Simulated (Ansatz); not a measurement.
Basis sets compared for Sn₂O₄ (the lowest singlet isomer of a short search). The state is a singlet with charge 0. Geometry r2SCAN-D4/def2-SVP. Ansatz on 4 threads of Arm Neoverse V2 on a shared host; times are rough, and most runs start from earlier orbitals.

```xyz
6

Sn   -1.0957    1.4625    0.2377
Sn    0.5707   -0.8932   -1.3282
O     0.2212   -0.2239    1.3311
O    -0.1056    1.0239   -1.4226
O    -0.9538   -0.7296    0.5283
O     1.3633   -0.6396    0.6537
```

In the def2 sets Sn takes a core potential; there is no spin–orbit coupling. The structure holds 2 bonds between oxygen atoms, so isomers without such links may lie far lower. The restricted singlet is unstable towards broken spin symmetry in Hartree–Fock (as tested in another run); at PBE-D4/def2-SVP, PBE-D4/def2-TZVPD, PBE0-D4/def2-SVP, PBE0-D4/def2-TZVP and others this wasn't settled. The structure comes from a short search, and lower isomers may exist.

Binding counts from free atoms (Sn triplet, O triplet) in the same basis, without a counterpoise term.

```tsv
level	functions	energy (Eh)	HOMO (eV)	LUMO (eV)	binding per atom (eV)	wall time
PBE-D4/def2-SVP	108	-728.9165	-5.28	-2.76	3.49	0.85 s
PBE-D4/def2-TZVP (with forces)	224	-729.3082	-5.41	-2.86	3.50	2.5 s
PBE0-D4/def2-SVP	108	-728.8811	-6.81	-2.11	3.05	1.4 s
PBE0-D4/def2-TZVP	224	-729.2724	-6.89	-2.18	3.09	3.7 s
```

(1) Estimate the rows for PBE-D4/def2-TZVPD, PBE0-D4/def2-TZVPD.

Results:

(1) 
| level | functions | energy (Eh) | HOMO (eV) | LUMO (eV) | binding per atom (eV) | wall time |
| --- | --- | --- | --- | --- | --- | --- |
| PBE-D4/def2-TZVPD | 272 | -729.3116 | -5.45 | -2.90 | 3.49 | 3 s |
| PBE0-D4/def2-TZVPD | 272 | -729.2757 | -6.91 | -2.20 | 3.09 | 4.7 s |
